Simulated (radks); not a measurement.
Q: The mean radii <r> (bohr) of the occupied orbitals of an atom or ion are listed with their occupations. Method: scalar-relativistic Kohn-Sham, PBE, spin-polarised, spherical densities, finite nucleus; Fermi nuclear charge, rms radius of each element as measured or else 0.836 A^(1/3) + 0.57 fm; computed with a radial shooting solver on a logarithmic mesh with Libxc functionals.

orbital  occ.      <r>
1s down     1  0.01774
1s up       1  0.01774
2s up       1  0.07491
2s down     1  0.07491
2p up       3  0.06728
2p down     3  0.06728
3s up       1   0.1939
3s down     1   0.1939
3p up       3   0.1945
3p down     3   0.1945
3d up       5   0.1762
3d down     5   0.1762
4s up       1   0.4318
4s down     1   0.4319
4p up       3   0.4594
4p down     3   0.4594
4d up       5   0.4890
4d down     5   0.4888
5s up       1   0.9974
5s down     1   0.9918
4f up       7   0.5550
4f down     7   0.5522
5p up       3    1.139
5p down     3    1.133
5d up       3    1.475

Name the element and its charge. Open shells, if any, are filled with parallel spins first.

A: Z = 76, osmium, charge +5: Os5+ in [Xe] 4f14 5d3. The 1s radius gives Z: for a bare nucleus <r> = (2 gamma + 1)/(2Z) with gamma = sqrt(1 - (Z/c)^2), 0.01753 bohr for Z = 76, and screening makes it slightly larger (0.01774 here). The occupations add up to 71, and the charge is Z minus that.
